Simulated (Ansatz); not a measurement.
Computed with frozen-core CCSD(T)/cc-pVTZ // r2SCAN-D4/def2-TZVP (Ansatz, a first-principles code).

Ansatz 0.2 input:
```yaml
crystal:
  periodic: [false, false, false]
  atoms:
    - { symbol: S, position_ang: [1.336043, -0.69797, 0.265754] }
    - { symbol: Ge, position_ang: [-0.67216, -0.062113, -0.444513] }
    - { symbol: H, position_ang: [1.933842, 0.451711, -0.090364] }
    - { symbol: H, position_ang: [-1.643495, -1.06556, 0.211031] }
    - { symbol: H, position_ang: [-0.954229, 1.373932, 0.05809] }
basis:
  gaussian: { orbitals: cc-pVTZ }
correlation:
  method: ccsd_t
magnetization:
  spin_polarized: true
  initial_magnetization: 1
```

Output:

```
Functional definition: HF
704 factors; integrals over basis functions are off by at most 7.7e-4 eV
mean field evaluation 1: about -67338.7418 eV, gradient 9.7e0 eV
mean field evaluation 2: about -67338.7492 eV, gradient 9.7e0 eV
mean field evaluation 4: about -67339.7863 eV, gradient 1.8e0 eV
mean field evaluation 8: about -67339.8385 eV, gradient 7.0e-3 eV
mean field evaluation 16: about -67339.7775 eV, gradient 1.8e0 eV
mean field evaluation 32: about -67336.1020 eV, gradient 3.5e-1 eV
mean field -67339.83850681 eV, -2474.6934205432 hartree, gradient 2.6e-6 eV, S^2 0.757714; 0 other end points of the search recorded, 0 dependent functions left out
14 core orbitals not correlated
reference -67339.83850681 eV, -2474.6934205432 hartree; 12, 11 occupied and 93, 94 virtual orbitals, 704 factors
second order -9.79003973 eV of doubles, -0.00000000 eV of singles
cycle   1  -10.30057786 eV  change   -5.1e-1 eV  update   8.1e-2
cycle   2  -10.66511535 eV  change   -3.6e-1 eV  update   2.6e-2
cycle   3  -10.71279152 eV  change   -4.8e-2 eV  update   1.3e-2
cycle   4  -10.70881392 eV  change    4.0e-3 eV  update   5.4e-3
cycle   5  -10.70902575 eV  change   -2.1e-4 eV  update   2.9e-3
cycle   6  -10.70861281 eV  change    4.1e-4 eV  update   1.3e-3
cycle   7  -10.70922400 eV  change   -6.1e-4 eV  update   5.3e-4
cycle   8  -10.70927876 eV  change   -5.5e-5 eV  update   1.7e-4
cycle   9  -10.70924972 eV  change    2.9e-5 eV  update   6.5e-5
cycle  10  -10.70924565 eV  change    4.1e-6 eV  update   2.2e-5
perturbative correction -0.47315136 eV, -0.0173879917 hartree
Total energy: -67351.02090381 eV, -2475.1043660536 hartree
```

Cost: roughly 30 core-seconds.
